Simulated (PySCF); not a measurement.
Ti(F)3(NH2) (F3H2NTi), SMILES [F][Ti]([NH2])([F])[F], multiplicity 1. Atoms are numbered in the order given.

```xyz
7

Ti     0.0461     0.0235     0.0000
F      0.4732     0.8686    -1.4764
F      0.4732     0.8686     1.4764
F      0.8677    -1.5366     0.0000
N     -1.7993    -0.2328     0.0000
H     -2.3727    -0.3466    -0.8436
H     -2.3727    -0.3466     0.8436
```

Coordinates come from a PBE-D3(BJ)/def2-SVP optimisation. The multiplicity is an assumed one; no other spin state was optimised. The structure was generated by enumeration; whether it is a known compound was not checked. The values are those of a single conformer.

All values below come from TDDFT-PBE/def2-SVPD (PySCF).

Vertical excitations. Isolated molecule, no solvent. State labels are in the subgroup Cs.

Computed excitation energies, oscillator strengths and character:
```csv
state,symmetry,energy (eV),λ (nm),f,main pairs
S1,A",3.50,354,0.001,HOMO→LUMO 100 %
S2,A',4.40,282,0.024,HOMO→LUMO+1 84 %
S3,A",4.80,258,0.000,HOMO→LUMO+2 100 %
S4,A',5.24,237,0.005,HOMO→LUMO+3 89 %
S5,A',5.78,214,0.068,"HOMO→LUMO+4 72 %, HOMO→LUMO+1 11 %"
S6,A',6.21,200,0.002,HOMO−1→LUMO 88 %
S7,A",6.25,198,0.001,HOMO−2→LUMO 96 %
S8,A',6.28,197,0.039,HOMO→LUMO+5 97 %
S9,A",6.49,191,0.000,"HOMO−3→LUMO 74 %, HOMO−1→LUMO+1 19 %"
S10,A',6.51,190,0.004,HOMO−4→LUMO 91 %
T1,A",3.35,370,0,HOMO→LUMO 100 %
T2,A',3.55,349,0,HOMO→LUMO+1 97 %
T3,A",4.67,266,0,HOMO→LUMO+2 100 %
T4,A',4.82,257,0,HOMO→LUMO+3 95 %
```
Triplets are in the Tamm–Dancoff approximation, which puts them higher than full response would, so one can lie above its singlet here.
